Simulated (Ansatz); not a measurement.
C9H19N, SMILES `CC1(C)CCCC(C)(C)N1` at its PBE0-D4/def2-TZVP geometry, where that method's forces vanish. Total charge 0; spin multiplicity 1.

```json
{"atom": "C1", "x (Å)": "1.743", "y (Å)": "0.908", "z (Å)": "-0.879"}
{"atom": "C2", "x (Å)": "1.125", "y (Å)": "-0.438", "z (Å)": "-0.473"}
{"atom": "C3", "x (Å)": "2.264", "y (Å)": "-1.420", "z (Å)": "-0.226"}
{"atom": "C4", "x (Å)": "0.214", "y (Å)": "-0.971", "z (Å)": "-1.606"}
{"atom": "C5", "x (Å)": "-1.271", "y (Å)": "-0.842", "z (Å)": "-1.282"}
{"atom": "C6", "x (Å)": "-1.543", "y (Å)": "0.444", "z (Å)": "-0.526"}
{"atom": "C7", "x (Å)": "-0.864", "y (Å)": "0.422", "z (Å)": "0.851"}
{"atom": "C8", "x (Å)": "-0.597", "y (Å)": "1.848", "z (Å)": "1.336"}
{"atom": "C9", "x (Å)": "-1.780", "y (Å)": "-0.263", "z (Å)": "1.864"}
{"atom": "N10", "x (Å)": "0.345", "y (Å)": "-0.399", "z (Å)": "0.759"}
{"atom": "H11", "x (Å)": "0.985", "y (Å)": "1.640", "z (Å)": "-1.163"}
{"atom": "H12", "x (Å)": "2.407", "y (Å)": "0.777", "z (Å)": "-1.739"}
{"atom": "H13", "x (Å)": "2.333", "y (Å)": "1.326", "z (Å)": "-0.058"}
{"atom": "H14", "x (Å)": "2.853", "y (Å)": "-1.566", "z (Å)": "-1.135"}
{"atom": "H15", "x (Å)": "1.866", "y (Å)": "-2.385", "z (Å)": "0.095"}
{"atom": "H16", "x (Å)": "2.940", "y (Å)": "-1.050", "z (Å)": "0.552"}
{"atom": "H17", "x (Å)": "0.452", "y (Å)": "-2.019", "z (Å)": "-1.807"}
{"atom": "H18", "x (Å)": "0.439", "y (Å)": "-0.421", "z (Å)": "-2.526"}
{"atom": "H19", "x (Å)": "-1.859", "y (Å)": "-0.881", "z (Å)": "-2.203"}
{"atom": "H20", "x (Å)": "-1.590", "y (Å)": "-1.692", "z (Å)": "-0.672"}
{"atom": "H21", "x (Å)": "-2.616", "y (Å)": "0.603", "z (Å)": "-0.387"}
{"atom": "H22", "x (Å)": "-1.180", "y (Å)": "1.295", "z (Å)": "-1.113"}
{"atom": "H23", "x (Å)": "0.076", "y (Å)": "2.385", "z (Å)": "0.667"}
{"atom": "H24", "x (Å)": "-1.530", "y (Å)": "2.415", "z (Å)": "1.404"}
{"atom": "H25", "x (Å)": "-0.146", "y (Å)": "1.836", "z (Å)": "2.334"}
{"atom": "H26", "x (Å)": "-1.265", "y (Å)": "-0.382", "z (Å)": "2.822"}
{"atom": "H27", "x (Å)": "-2.063", "y (Å)": "-1.258", "z (Å)": "1.516"}
{"atom": "H28", "x (Å)": "-2.686", "y (Å)": "0.324", "z (Å)": "2.037"}
{"atom": "H29", "x (Å)": "0.947", "y (Å)": "-0.232", "z (Å)": "1.556"}
```

Question: For each bond, give half the difference of the two atoms' forces along it (eV/Å; positive pushes the atoms apart) under PBE-D4, r2SCAN-D4, B3LYP-D4, ωB97M-V in def2-TZVPP. (An estimate is asked.)

Answer: The calculation gave: 
| bond | length (Å) | PBE-D4 | r2SCAN-D4 | B3LYP-D4 | ωB97M-V |
| --- | --- | --- | --- | --- | --- |
| C1–H12 | 1.094 | 0.09 | -0.03 | -0.07 | -0.05 |
| C1–H13 | 1.094 | 0.09 | -0.03 | -0.08 | -0.06 |
| C2–N10 | 1.459 | 0.07 | 0.11 | 0.12 | 0.13 |
| C3–H15 | 1.092 | 0.10 | -0.03 | -0.08 | -0.07 |
| C3–H16 | 1.095 | 0.10 | -0.04 | -0.07 | -0.06 |
| C4–H18 | 1.095 | 0.09 | -0.05 | -0.12 | -0.09 |
| C5–H19 | 1.093 | 0.08 | -0.06 | -0.13 | -0.11 |
| C5–H20 | 1.094 | 0.11 | -0.05 | -0.11 | -0.11 |
| C6–C7 | 1.535 | 0.03 | 0.05 | 0.08 | 0.01 |
| C7–C8 | 1.530 | 0.00 | 0.05 | 0.11 | 0.07 |
| C7–C9 | 1.528 | 0.02 | 0.07 | 0.10 | 0.08 |
| C7–N10 | 1.465 | 0.08 | 0.12 | 0.12 | 0.10 |
| C8–H23 | 1.090 | 0.10 | -0.04 | -0.10 | -0.07 |
| C9–H26 | 1.094 | 0.10 | -0.03 | -0.07 | -0.06 |

B3LYP here is the variant with VWN-RPA as its local correlation; programs differ in this.

Computed with Ansatz.
